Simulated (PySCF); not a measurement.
Ga(F)(Br)(NH2) (BrFGaH2N), SMILES [NH2][Ga]([F])[Br].

Coordinates come from a B3LYP-D3(BJ)/def2-SVP optimisation. The structure was generated by enumeration; whether it is a known compound was not checked. Other conformers were not sampled.

These are B3LYP/def2-TZVP in PySCF values and carry that method's errors.

Isolated molecule, no solvent.

- total energy: -4655.08297 hartree
- point group: Cs
- highest occupied level: -7.83 eV
- lowest empty level: -1.62 eV
- orbital gap: 6.20 eV
- dipole moment: 2.87 D
- quadrupole, principal values (traceless, Buckingham form, about the centre of nuclear charge): -8.16, 0.41, 7.75 D·Å
- mean static polarisability: 51.9 bohr³ (7.69 Å³)
- polarisability, principal values: 39.2, 48.8, 67.8 bohr³
